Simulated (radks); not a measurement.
The numbers below are computed, except where a source is named.
Question: Nd3+, 57 electrons, occupied as [Kr] 4d10 4f3 5s2 5p5 6s1 (not the ground configuration). Code: a radial shooting solver on a logarithmic mesh with Libxc functionals. Model: Dirac Kohn-Sham, RPBE, spin-unpolarised, spherical densities, finite nucleus; open shells fill j = l - 1/2 first; Fermi nuclear charge, rms radius 4.9123 fm. Some entries of the table are withheld. Estimate them.

orbital  occ.  eigenvalue (eV)  <r> (bohr)  r(max) (bohr)
1s1/2       2        -43395.19     0.02363        0.01509
2s1/2       2        -7046.385      0.1005        0.08565
2p1/2       2        -6667.819     0.08422        0.06509
2p3/2       4        -6147.843     0.09064        0.07053
3s1/2       2        -1557.740      0.2659         0.2439
3p1/2       2        -1396.141         (1)         0.2308
3p3/2       4        -1292.334         (2)         0.2425
3d3/2       4        -1011.125      0.2394         0.1942
3d5/2       6        -988.6915      0.2433         0.1975
4s1/2       2        -338.7977      0.6063         0.5652
4p1/2       2        -277.7376      0.6224         0.5727
4p3/2       4        -255.1398      0.6502         0.5975
4d3/2       4        -154.7273      0.6973         0.6130
4d5/2       6        -150.7098      0.7071         0.6211
5s1/2       2         -71.9024       1.422          1.299
5p1/2       2         -54.5966       1.567          1.408
5p3/2       3         -51.0593       1.638          1.471
4f5/2       3         -36.0902         (3)         0.6471
4f7/2       0         -35.6179         (4)         0.6516
6s1/2       1         -23.1672       3.218          2.998

Answer: 
(1) 3p1/2 <r> (bohr): 0.2556
(2) 3p3/2 <r> (bohr): 0.2681
(3) 4f5/2 <r> (bohr): 0.9475
(4) 4f7/2 <r> (bohr): 0.9561
